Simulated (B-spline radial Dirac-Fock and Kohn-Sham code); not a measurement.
## Energy-loss ionisation edge M2 of I

System: atomic iodine, configuration [Kr] 4d10 5s2 5p5. Model: the first Born approximation with generalised oscillator strengths from a Dirac-Hartree-Slater potential (longitudinal and transverse terms; continuum final states only, so no white lines or fine structure). Program: a B-spline atomic structure program. The edge is taken at 931.0 eV (tabulated value).

Partial cross sections σ(β, Δ) in barn, integrated over a window Δ above the edge and up to the collection semi-angle β, for parallel illumination:

| E₀ (kV) | β (mrad) | Δ = 25 eV | Δ = 50 eV | Δ = 100 eV | Δ = 200 eV | Δ = 300 eV |
| --- | --- | --- | --- | --- | --- | --- |
| 60 | 5 | 11.5 | 21.8 | 39.9 | 67.5 | 86.9 |
| 60 | 10 | 34.1 | 65.0 | 119 | 205 | 267 |
| 60 | 20 | 76.1 | 147 | 270 | 468 | 617 |
| 60 | 50 | 162 | 319 | 581 | 1000 | 1330 |
| 80 | 10 | 37.9 | 72.4 | 134 | 231 | 303 |
| 80 | 100 | 200 | 401 | 728 | 1260 | 1690 |
| 100 | 50 | 139 | 275 | 500 | 867 | 1150 |
| 100 | 100 | 177 | 354 | 644 | 1120 | 1510 |
| 120 | 50 | 131 | 260 | 473 | 820 | 1090 |
| 120 | 100 | ? | ? | ? | ? | ? |
| 200 | 10 | 44.6 | 85.7 | 160 | 281 | 374 |
| 200 | 20 | 71.0 | 138 | 255 | 447 | 597 |
| 300 | 10 | 46.7 | 90.2 | 168 | 297 | 397 |
| 300 | 100 | 103 | 206 | 378 | 665 | 899 |

Question: Give the row for 120 kV and 100 mrad.

Answer: 160 b for 25 eV, 320 b for 50 eV, 583 b for 100 eV, 1020 b for 200 eV, 1370 b for 300 eV.

Values without a named source are computed, but for edge energies of neutral atoms, which are taken from tables.
